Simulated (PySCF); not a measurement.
# What a mistake does to a calculation on B3H3N cation

All numbers below are calculated, not measured. The program is PySCF 2.14.0, an open-source quantum chemistry code, run on an isolated molecule that a program drew, which may never have been made. The molecule is B3H3N cation (charge +1, singlet), drawn as the SMILES string `B[B+]B=N`.

Each row is a Hartree-Fock (HF) and frozen-core CCSD(T) single point in the cc-pVDZ basis, meant for a local HF minimum. Run 1 is clean. Each other run has one planted mistake out of seven kinds, and not every kind appears here: one electron removed, one electron added, multiplicity raised by two, geometry at a saddle point, minimal basis STO-3G, one bond length entered in bohr, all coordinates scaled. The reference is restricted for singlets and unrestricted otherwise, and also for a bond in bohr. Adding or removing an electron swaps singlet and doublet. Electrons count all cores. HOMO and LUMO are orbital energies over both spins, the gradient is its largest component, and the lowest frequency (negative if imaginary) is given only where the gradient is small. Bond lengths are over the 6 bonds as drawn. T1 is the CCSD diagnostic: over 0.02 (restricted) or 0.045 (unrestricted) a single reference is doubtful.

Geometry of the clean run:
```xyz
7
B3H3N cation, angstrom
B     0.4876   -1.1480    2.6922
B    -0.2984   -0.0993    1.5704
B    -1.0541    0.9101    0.4910
N    -1.6067    1.6483   -0.2978
H    -0.1602   -2.0133    3.1876
H     1.6393   -0.9544    2.9156
H    -2.0590    2.2529   -0.9440
```

| run | electrons | basis functions | <S^2> | HOMO (eV) | LUMO (eV) | gradient (hartree/bohr) | lowest frequency (cm^-1) | mean bond (Å) | longest bond (Å) | T1 | HF (hartree) | CCSD(T) (hartree) | mistake |
|---|---|---|---|---|---|---|---|---|---|---|---|---|---|
| 1 | 24 | 71 | 0.000 | -17.21 | -6.82 | 3.3e-05 | 138 | 1.3284 | 1.725 | 0.0260 | -129.89641 | -130.31853 | no fault |
| 2 | 25 | 71 | 0.763 | -8.63 | 0.92 | 3.4e-02 | - | 1.3284 | 1.725 | 0.0239 | -130.17936 | -130.61008 | one electron added |
| 3 | 24 | 71 | 0.961 | -15.07 | -7.13 | 1.7e-02 | - | 1.5745 | 3.137 | 0.0535 | -129.75321 | -130.14888 | one bond length entered in bohr |
| 4 | 24 | 71 | 2.013 | -16.27 | -9.16 | 3.1e-02 | - | 1.3284 | 1.725 | 0.0353 | -129.78459 | -130.20071 | multiplicity raised by two |
| 5 | 24 | 23 | 0.000 | -16.13 | -4.41 | 4.9e-02 | - | 1.3284 | 1.725 | 0.0259 | -128.28992 | -128.51964 | ? |

**Which mistake was planted in run 5, and what did it cost?**

It has 23 basis functions where the clean run has 71, with the same electrons and geometry. So the mistake is: minimal basis STO-3G. Subtracting run 1 and multiplying by 627.51 kcal/mol a hartree, the energy moved by 1008.1 kcal/mol in HF and 1128.8 kcal/mol in CCSD(T).

Cautions from the logs. Run 1: T1 is over the limit, so its CCSD(T) energy is less reliable; run 3: T1 is over the limit, so its CCSD(T) energy is less reliable; run 5: T1 is over the limit, so its CCSD(T) energy is less reliable.
